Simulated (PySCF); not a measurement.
# Basis and Hamiltonian dependence of the excitation energy of Sr

Sr [Kr] 5s2 (1S) → Sr [Kr] 4d2 (3F). All values are computed (PySCF 2.14, energy differences of UHF-based or UKS calculations, no spin-orbit coupling). Values in eV.

```json
{"basis": "def2-TZVPPD with the def2 core potential (28 electrons)", "Hamiltonian": "ECP", "functions": "40", "UHF": "4.425", "r2SCAN": "3.806", "PBE0": "4.070", "MP2 (valence)": "4.836", "CCSD(T) (valence)": "4.996", "CCSD(T) (valence and next inner shell)": "5.318"}
{"basis": "ANO-RCC-VTZP", "Hamiltonian": "spin-free X2C", "functions": "47", "UHF": "4.962", "r2SCAN": "4.215", "PBE0": "4.502", "MP2 (valence)": "5.382", "CCSD(T) (valence)": "5.614", "CCSD(T) (valence and next inner shell)": "5.720"}
{"basis": "aug-cc-pVTZ-X2C", "Hamiltonian": "spin-free X2C", "functions": "68", "UHF": "4.395", "r2SCAN": "3.667", "PBE0": "3.992", "MP2 (valence)": "4.771", "CCSD(T) (valence)": "4.852", "CCSD(T) (valence and next inner shell)": "n/a"}
{"basis": "x2c-TZVPPall", "Hamiltonian": "spin-free X2C", "functions": "79", "UHF": "4.428", "r2SCAN": "3.704", "PBE0": "4.039", "MP2 (valence)": "4.804", "CCSD(T) (valence)": "4.905", "CCSD(T) (valence and next inner shell)": "4.854"}
{"basis": "aug-cc-pwCVTZ-X2C", "Hamiltonian": "spin-free X2C", "functions": "93", "UHF": "4.378", "r2SCAN": "3.670", "PBE0": "3.993", "MP2 (valence)": "4.758", "CCSD(T) (valence)": "4.830", "CCSD(T) (valence and next inner shell)": "4.902"}
{"basis": "x2c-TZVPPall with one added diffuse shell each of s, p, d, f type", "Hamiltonian": "spin-free X2C", "functions": "95", "UHF": "4.408", "r2SCAN": "3.688", "PBE0": "4.022", "MP2 (valence)": "4.774", "CCSD(T) (valence)": "4.852", "CCSD(T) (valence and next inner shell)": "4.823"}
{"basis": "aug-cc-pVQZ-X2C", "Hamiltonian": "spin-free X2C", "functions": "102", "UHF": "4.392", "r2SCAN": "n/a", "PBE0": "n/a", "MP2 (valence)": "4.771", "CCSD(T) (valence)": "4.836", "CCSD(T) (valence and next inner shell)": "n/a"}
{"basis": "aug-cc-pwCVTZ-X2C with one added diffuse shell each of s, p, d, f type", "Hamiltonian": "spin-free X2C", "functions": "109", "UHF": "4.378", "r2SCAN": "3.670", "PBE0": "3.993", "MP2 (valence)": "4.756", "CCSD(T) (valence)": "4.822", "CCSD(T) (valence and next inner shell)": "4.897"}
{"basis": "x2c-QZVPPall", "Hamiltonian": "spin-free X2C", "functions": "111", "UHF": "4.397", "r2SCAN": "3.653", "PBE0": "3.999", "MP2 (valence)": "4.777", "CCSD(T) (valence)": "4.853", "CCSD(T) (valence and next inner shell)": "n/a"}
{"basis": "dyall-ae2z", "Hamiltonian": "spin-free X2C", "functions": "123", "UHF": "5.641", "r2SCAN": "n/a", "PBE0": "n/a", "MP2 (valence)": "n/a", "CCSD(T) (valence)": "n/a", "CCSD(T) (valence and next inner shell)": "6.843"}
{"basis": "dyall-av2z", "Hamiltonian": "non-relativistic", "functions": "125", "UHF": "4.036", "r2SCAN": "3.256", "PBE0": "3.581", "MP2 (valence)": "4.456", "CCSD(T) (valence)": "4.614", "CCSD(T) (valence and next inner shell)": "n/a"}
```

Frozen in the all-electron rows: valence: [Kr]; valence and next inner shell: [Ar] 3d10; with a core potential, the same shells as far as they lie outside it.

At UHF, ANO-RCC-VTZP, dyall-ae2z lie more than 0.3 eV from the median of the rows with comparable relativity. Of these, ANO-RCC-VTZP, dyall-ae2z have no diffuse functions of the l that the added or promoted electron needs.

Non-relativistic rows lack the scalar-relativistic shift.
